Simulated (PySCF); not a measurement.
# Radial density of Kr (krypton, neutral)

UHF, [Kr], closed-shell 1S. Computed with PySCF 2.14 in x2c-TZVPall (6s5p4d1f, 48 functions), with scalar relativity by spin-free X2C-1e.

| r (bohr) | 4πr²ρ (e/bohr) |
| --- | --- |
| 0.000608 | 0.2737 |
| 0.00102 | 0.6694 |
| 0.00172 | 1.633 |
| 0.00290 | 3.882 |
| 0.00487 | 8.720 |
| 0.00819 | 17.93 |
| 0.0138 | 31.73 |
| 0.0232 | 43.60 |
| 0.0390 | 42.12 |
| 0.0656 | 37.10 |
| 0.110 | 51.37 |
| 0.185 | 42.59 |
| 0.312 | 31.15 |
| 0.525 | 33.64 |
| 0.883 | 9.532 |
| 1.48 | 5.581 |
| 2.50 | 2.112 |
| 4.20 | 0.1498 |
| 7.07 | 0.0003395 |

Densities and radii are taken from the X2C orbitals without a picture-change correction, which distorts them close to the nucleus.
